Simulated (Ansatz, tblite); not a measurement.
Forces on SiCl(vinyl)3 (C6H9ClSi) at its PBE-D4/def2-SVP geometry. Charge 0, multiplicity 1.

The xTB rows come from tblite.

GFN1-xTB (tblite), largest force 1.73 eV/Å:

```xyz
17
positions Å, forces eV/Å
Si    0.030    0.037    0.015    0.986    1.300    0.568
Cl    1.229    1.617    0.704   -0.711   -0.937   -0.409
C    -1.094   -0.511    1.413   -0.258   -0.083    0.402
C    -1.135    0.050    2.637   -0.101   -0.178   -0.129
H    -1.772   -1.362    1.203    0.190    0.371    0.316
H    -0.482    0.899    2.902   -0.459   -0.529   -0.051
H    -1.819   -0.313    3.425    0.430    0.286   -0.378
C     1.148   -1.372   -0.516    0.349   -0.319   -0.112
C     2.492   -1.368   -0.430   -0.183   -0.141   -0.072
H     0.652   -2.273   -0.929    0.426    0.267    0.143
H     3.039   -0.498   -0.026   -0.234   -0.604   -0.271
H     3.103   -2.228   -0.757   -0.254    0.547    0.215
C    -0.985    0.650   -1.438   -0.225    0.227   -0.366
C    -0.925    1.892   -1.955   -0.116   -0.211   -0.030
H    -1.685   -0.076   -1.898    0.222    0.472    0.028
H    -0.247    2.656   -1.536   -0.464   -0.396   -0.347
H    -1.548    2.200   -2.813    0.401   -0.072    0.493
```

GFN2-xTB (tblite), largest force 1.42 eV/Å:

```
Si 0.506 0.666 0.291
Cl -0.397 -0.524 -0.229
C -0.578 0.004 1.295
C -0.014 -0.272 -0.518
H 0.443 0.580 0.181
H -0.521 -0.668 -0.194
H 0.517 0.296 -0.550
C 1.216 -0.698 -0.221
C -0.581 -0.044 -0.054
H 0.373 0.592 0.276
H -0.417 -0.692 -0.320
H -0.411 0.652 0.250
C -0.476 0.916 -0.975
C -0.058 -0.550 0.194
H 0.463 0.520 0.283
H -0.539 -0.591 -0.340
H 0.474 -0.186 0.630
```

PBE0-D4/def2-TZVP (Ansatz), largest force 0.62 eV/Å:

```
Si 0.139 0.184 0.081
Cl -0.332 -0.437 -0.190
C -0.142 0.132 0.574
C 0.034 -0.182 -0.439
H 0.339 0.440 0.131
H -0.364 -0.474 -0.146
H 0.373 0.192 -0.440
C 0.584 -0.158 -0.028
C -0.475 0.022 -0.020
H 0.277 0.451 0.210
H -0.304 -0.485 -0.227
H -0.345 0.469 0.177
C -0.092 0.492 -0.341
C -0.005 -0.432 0.201
H 0.353 0.390 0.219
H -0.379 -0.425 -0.234
H 0.339 -0.180 0.472
```
